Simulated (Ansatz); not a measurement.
`N[SiH2][SiH2]N` + `O=CCO` → `N[SiH2]C=O` + `N[SiH2]CO`  (formal exchange of groups at the Si–Si bond)

Calculated with Ansatz (gas phase, PBE0-D4/def2-TZVP geometries, no zero-point term in ΔE). CBS: MP2 limit from def2 TZ/QZ plus the TZ coupled-cluster correction, frozen cores. Functionals use def2-TZVPP. B3LYP here is the variant with VWN-RPA as its local correlation; programs differ in this. HSE06 is defined as in plane-wave codes. Each species was taken in one conformer, which may not be the lowest.

```csv
level,ΔE (kJ/mol),difference from CCSD(T)/CBS
LDA (SPW92),37.2,16.7
PBE-D4,31.7,11.2
revPBE-D4,29.3,8.8
BLYP-D4,19.4,-1.1
B97M-V,31.3,10.8
PBE0-D4,33.3,12.8
r2SCANh-D4,28.1,7.6
r2SCAN0-D4,29.2,8.7
HSE06-D4,33.2,12.7
BHLYP-D4,24.1,3.6
CAM-B3LYP-D4,21.6,1.1
ωB97X-V,25.1,4.6
ωB97M-V,16.9,-3.6
B2PLYP,20.0,-0.5
PBE,31.0,10.5
revPBE,29.2,8.7
BLYP,18.4,-2.1
r2SCAN,27.1,6.6
PBE0,32.5,12.0
B3LYP,20.9,0.4
r2SCANh,27.8,7.3
r2SCAN0,28.8,8.3
HSE06,32.4,11.9
BHLYP,22.2,1.7
LC-ωPBE,27.5,7.0
RPA@PBE/def2-TZVPP,19.2,-1.3
HF/def2-SVP,30.2,9.7
MP2/def2-SVP,28.5,8.0
CCSD(T)/def2-SVP,30.8,10.3
HF/def2-TZVPP,23.9,3.4
MP2/def2-TZVPP,20.0,-0.5
SCS-MP2/def2-TZVPP,17.9,-2.6
CCSD/def2-TZVPP,22.8,2.3
CCSD(T)/def2-TZVPP,22.9,2.4
HF/def2-QZVPP,23.1,2.6
MP2/def2-QZVPP,18.3,-2.2
SCS-MP2/def2-QZVPP,16.2,-4.3
HF/CBS(def2),23.0,2.5
MP2/CBS(def2),17.6,-2.9
CCSD/CBS(def2),20.4,-0.1
CCSD(T)/CBS,20.5,0
```

Largest T1 diagnostic among the species: 0.014.

At CCSD(T), def2-SVP lies +10.3 kJ/mol from the extrapolated value and def2-TZVPP +2.4 kJ/mol. Leaving LDA and LC-ωPBE aside and taking each functional with its dispersion term where it has one, the values spread over 16.4 kJ/mol, from ωB97M-V to PBE0-D4. LDA lies +6.2 kJ/mol from PBE without D4.
